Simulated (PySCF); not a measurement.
CH11NSi4, SMILES [SiH3]/N=C\[SiH]([SiH3])[SiH3]. Atoms are numbered in the order given.

```xyz
17

Si     3.0117    -0.6414    -0.3795
N      1.6750    -0.4338    -1.5054
C      0.4528    -0.1692    -1.2703
Si    -0.4154     0.1101     0.4265
Si    -2.1368    -1.4735     0.6476
Si    -1.3674     2.2580     0.4250
H      4.2371    -0.9460    -1.1653
H      3.2439     0.6093     0.4100
H      2.7484    -1.7759     0.5613
H     -0.2304    -0.0808    -2.1492
H      0.5852    -0.0299     1.5315
H     -2.9262    -1.2187     1.8913
H     -3.0482    -1.3535    -0.5322
H     -1.5847    -2.8613     0.6943
H     -0.3120     3.3110     0.3231
H     -2.1610     2.4798     1.6723
H     -2.2822     2.3726    -0.7527
```
Charge 0, spin multiplicity 1.

Coordinates come from a r2SCAN-D4/def2-SVP optimisation. The structure was generated by enumeration; whether it is a known compound was not checked. Other conformers were not sampled.

Two levels are set side by side: PBE/pcSseg-1 (PySCF) and KT2/pcSseg-1 (PySCF). GIAO shifts against NH3 (¹⁵N), TMS (²⁹Si), TMS (¹H), TMS (¹³C) at the same level; non-relativistic, no solvent, atoms listed together averaged. Differences are taken from unrounded values.

```json
[
 {"quantity": "δ(²⁹Si) of Si1 (ppm)", "KT2": "-62.6"},
 {"quantity": "δ(¹⁵N) of N2 (ppm)", "KT2": "460.5"},
 {"quantity": "δ(¹³C) of C3 (ppm)", "KT2": "196.4"},
 {"quantity": "δ(²⁹Si) of Si4 (ppm)", "KT2": "-94.4"},
 {"quantity": "δ(²⁹Si) of Si5, Si6 (ppm)", "KT2": "-108.8"},
 {"quantity": "δ(¹H) of H10 (ppm)", "KT2": "10.53"},
 {"quantity": "δ(¹H) of H11 (ppm)", "KT2": "4.62"}
]
```

What does PBE give, and how far is it from KT2? (An estimate is asked for; the answer gives what the named calculation found.)


```json
[
 {"quantity": "δ(²⁹Si) of Si1 (ppm)", "PBE": "-65.2", "PBE minus KT2": "-2.6"},
 {"quantity": "δ(¹⁵N) of N2 (ppm)", "PBE": "499.1", "PBE minus KT2": "38.6"},
 {"quantity": "δ(¹³C) of C3 (ppm)", "PBE": "211.6", "PBE minus KT2": "15.2"},
 {"quantity": "δ(²⁹Si) of Si4 (ppm)", "PBE": "-97.1", "PBE minus KT2": "-2.7"},
 {"quantity": "δ(²⁹Si) of Si5, Si6 (ppm)", "PBE": "-111.1", "PBE minus KT2": "-2.2"},
 {"quantity": "δ(¹H) of H10 (ppm)", "PBE": "10.97", "PBE minus KT2": "0.43"},
 {"quantity": "δ(¹H) of H11 (ppm)", "PBE": "4.62", "PBE minus KT2": "-0.01"}
]
```

Rough cost on one machine, each run with all the roots and properties that it gave: KT2 against PBE within a factor of 2.
